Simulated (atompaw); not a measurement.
## Before and after: PAW (atompaw) potential for Ti

```json
{
 "Element": "titanium (Ti)",
 "Generator": "atompaw 4.2.0.5",
 "Type": "PAW",
 "Functional": "LDA (PW92)",
 "Relativity": "scalar-relativistic",
 "Frozen core": "[Ne]",
 "Valence charge": "12",
 "Reference configuration": "3s2 3p6 3d2 4s2 4p0",
 "Partial waves": "3s (bound): rc 1.35 bohr; 4s (bound): rc 2.25 bohr; 3p (bound): rc 1.20 bohr; 4p (bound, empty): rc 2.25 bohr; 3d (bound): rc 2.25 bohr; 3d channel at 4.65 Ry: rc 2.25 bohr",
 "Local potential": "vpsmatchnc scheme with l = 3 at 0 Ry, radius 1.50 bohr",
 "Core correction": "smooth core density matched at 2.00 bohr",
 "Augmentation charge": "sinc compensation charge, radius 1.90 bohr; PAW radius 2.25 bohr; waves and projectors: custom polynom vanderbiltortho"
}
```

Change: reference 3s2 3p6 3d2 4s0 4p0.

Cutoffs: the cutoffs (Ry, on a coarse ladder) from which the occupation-weighted sum of valence levels, in a spherical-Bessel basis at the reference potential, stays within 10 and 1 mRy of its value at 400 Ry; they do not see the model core or the augmentation charge, which bear on the density cutoff.

Problem. What does the change do?

Solution. The potential gets neither clearly harder nor softer (45 Ry and 80 Ry → 45 Ry and 80 Ry); the p channel sets the loose cutoff, while the largest relative change is in d, which becomes harder; the range in which the d phases agree narrows (upper end at the end of the scan → 0.9); neither file shows a bound ghost.

| quantity | base | changed |
| --- | --- | --- |
| cutoff, loose | 45 Ry | 45 Ry |
| cutoff, tight | 80 Ry | 80 Ry |
| loose cutoff by channel (10 mRy a level) | s 18 Ry, p 35 Ry, d 15 Ry | s 18 Ry, p 35 Ry, d 18 Ry |
| bound ghosts | none | none |
| s: phases at 2.27 bohr within 0.05 rad from the reference energy up to (Ry; the scan ends near 5) | 1.0 | 0.6 |
| p: phases at 2.27 bohr within 0.05 rad from the reference energy up to (Ry; the scan ends near 5) | 0.9 | -0.0 |
| d: phases at 2.27 bohr within 0.05 rad from the reference energy up to (Ry; the scan ends near 5) | to the end of the scan | 0.9 |
| lowest overlap eigenvalue by channel | s 0.56, p 0.49, d 0.85 | s 0.56, p 0.52, d 0.82 |

 The cutoffs see the waves, projectors and local potential, not the compensation charge or the core.
